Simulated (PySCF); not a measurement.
# NaIn: frontier orbitals

r²SCAN at R = 3.257 Å; PySCF, scalar-relativistic core potentials, basis sets Na cc-pVDZ, In cc-pVDZ-PP with ECP28. State: ¹Σ⁺ (singlet), closed shell. Only the outer orbitals are listed, counted within each symmetry, core potentials removing the inner ones.

```
orbital  occ.  ε (eV)  on Na (%)            main shells (%)
     1δ     2  -18.84          0                   100 In d
     1δ     2  -18.84          0                   100 In d
     3π     2  -18.56          0                   100 In d
     3π     2  -18.56          0                   100 In d
     6σ     2  -18.47          0                   100 In d
     7σ     2   -8.18          7                    93 In s
     8σ     2   -2.99         44           55 In p, 43 Na s
     4π     0   -2.20         12           88 In p, 10 Na p
     4π     0   -2.20         12           88 In p, 10 Na p
     9σ     0   -1.42         71  48 Na s, 28 In p, 23 Na p
```

**Question.** Which are the highest filled and the lowest empty level, where do they sit, and how wide is the gap?

**Answer.** Highest filled 8σ at -2.99 eV (in %: 55 In p, 43 Na s); lowest empty 4π at -2.20 eV (in %: 88 In p, 10 Na p); the gap at r²SCAN is 0.79 eV.

```
bond order (Mayer)                               : 1.10
⟨S²⟩                                             : 0.000
charge on Na (Mulliken, basis-dependent)         : -0.02
charge on Na (Löwdin, basis-dependent)           : 0.02
dipole moment (positive dipole means Na(−)In(+)) : -1.74 D
```

Closed-shell solutions of metal pairs were not tested for spin polarisation, which can lower them a little. Spin–orbit coupling is left out.
